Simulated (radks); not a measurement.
The numbers below are computed, except where a source is named.
Problem. Coherent X-ray form factor from a spherical all-electron density. Level of theory: Dirac Kohn-Sham, BLYP, spin-unpolarised, spherical densities, finite nucleus; Fermi nuclear charge, rms radius of each element as measured or else 0.836 A^(1/3) + 0.57 fm (a radial shooting solver on a logarithmic mesh with Libxc functionals).

sin(theta)/lambda (1/angstrom)  f0 (electrons)
0.05                                    80.119
0.1                                     77.695
0.15                                    74.251
0.2                                     70.334
0.25                                    66.341
0.3                                     62.488
0.4                                     55.526
0.5                                     49.631
0.6                                     44.682
0.8                                     36.864
1                                       30.788
1.25                                    24.813
1.5                                     20.454
2                                       15.527

The species is in the configuration that NIST lists as its ground one. Which atom or ion scatters so?

Solution. The bismuth ion Bi2+, [Hg] 6p1. Extrapolating in s^2 from the first two rows gives f0(0) = 80.9, near the electron count 81; among species with that count, the fall with angle is slower the higher Z, and the table is that of Z = 83; from so few rows the species is fixed only to a neighbour or two.
